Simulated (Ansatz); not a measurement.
Consider the cleavage of the Si–Ga bond: `N[SiH2][Ga]([F])[SiH3]` + `N[SiH](N)O` → `N[SiH2]N[SiH](N)O` + `[F][GaH][SiH3]`.

Program: Ansatz. Geometries: PBE0-D4/def2-TZVP. ΔE: electronic, gas phase. CCSD(T)/CBS adds triple-zeta CCSD(T) − MP2 to the extrapolated MP2 energy (def2 sets, frozen cores). Functionals use def2-TZVPP. B3LYP here is the variant with VWN-RPA as its local correlation; programs differ in this. For Ga outer-core shells are correlated without core-valence functions, which leaves a few kJ/mol of doubt a bond. Scalar relativity is left out up to krypton. Each species was taken in one conformer, which may not be the lowest.

| level | ΔE (kJ/mol) | difference from CCSD(T)/CBS |
| --- | --- | --- |
| PBE0-D4 | -64.3 | 8.1 |
| B3LYP-D4 | -70.4 | 2.0 |
| ωB97X-V | -74.7 | -2.3 |
| ωB97M-V | -77.9 | -5.5 |
| B2PLYP | -71.3 | 1.1 |
| PBE | -51.8 | 20.6 |
| B3LYP | -62.1 | 10.3 |
| HF/def2-QZVPP | -78.5 | -6.1 |
| SCS-MP2/def2-QZVPP | -79.3 | -6.9 |
| MP2/CBS(def2) | -78.8 | -6.4 |
| CCSD(T)/CBS | -72.4 | 0 |

Largest T1 diagnostic among the species: 0.014.

The D4 term adds −8.3 kJ/mol with B3LYP and −4.5 kJ/mol with PBE0; it sums over pairs of atoms, weighted by their polarisabilities, and B3LYP, whose exchange is more repulsive, gets the larger term. From PBE to PBE0 (25 % exact exchange), in def2-TZVPP and without D4, ΔE moves by −8.0 kJ/mol.
